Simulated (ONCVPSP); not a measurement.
# chromium: one change to an ONCV potential, before and after

- Element: chromium
- Generator: ONCVPSP 4.0.1
- Type: optimised norm-conserving Vanderbilt (ONCV)
- Functional: PBE
- Relativity: scalar-relativistic
- Frozen core: [Ne]
- Valence charge: 14
- Reference configuration: 3s2 3p6 3d5 4s1
- Partial waves: 3s+4s: rc 1.70 bohr, ncon 3, nbas 7, qcut 6.8 1/bohr, 2 projectors; 3p: rc 0.95 bohr, ncon 4, nbas 8, qcut 8.5 1/bohr, 2 projectors, debl 1.1 Ha; 3d: rc 1.05 bohr, ncon 5, nbas 8, qcut 8.5 1/bohr, 2 projectors, debl 1.7 Ha
- Local potential: polynomial inside 0.85 bohr (lpopt 1, dvloc0 2 Ha)
- Core correction: polynomial model core, fcfact 0.75

In the p channel the program set the typed energies aside and used -1.670, 0.250 Ha.

Change: d: rc 0.94.

Cutoffs: the cutoffs (Ha) at which the residual kinetic energy of the hardest occupied pseudo-wave falls to 1 and 0.1 mHa per electron; they do not see the model core or the augmentation charge, which bear on the density cutoff. Errors are all-electron minus pseudo energies relative to the spin-unpolarised reference configuration.

Problem. How do hardness, ghosts and transferability respond?

Solution. The potential gets harder (189 Ha and 214 Ha → 240 Ha and 270 Ha); of the 3 tests that both files solve, the error grows in 2 and shrinks in 0 by more than 15 % and 0.3 meV (median size 0.5 → 1.3 meV); neither file shows a bound ghost. A smaller radius makes the pseudo-wave follow the all-electron one further in, where it bends more sharply, so more plane waves are needed.

| quantity | base | changed |
| --- | --- | --- |
| cutoff, loose | 189 Ha | 240 Ha |
| cutoff, tight | 214 Ha | 270 Ha |
| loose cutoff by channel | s 9.9 Ha, p 27 Ha, d 189 Ha | s 9.9 Ha, p 27 Ha, d 240 Ha |
| bound ghosts | none | none |
| GHOST(+) flags under 300 eV | none | none |
| tests with a reliable result | 3 of 4 | 3 of 4 |
| error for 3s2 3p6 3d5 4s0, meV [ΔE 6.90 eV] | +0.4 | +0.5 |
| error for 3s2 3p6 3d4 4s0, meV [ΔE 22.95 eV] | +0.5 | +1.3 |
| error for 3s2 3p6 3d4 4s1, meV [ΔE 7.99 eV] | +3.0 | +3.6 |
| s: phases at 1.72 bohr within 0.05 rad from the reference energy up to (Ha; the scan ends near 5) | to the end of the scan | to the end of the scan |
| p: phases at 0.97 bohr within 0.05 rad from the reference energy up to (Ha; the scan ends near 5) | to the end of the scan | to the end of the scan |
| rms error of d²Exc/dni dnj with the model core, mHa | 1.67 | 1.60 |
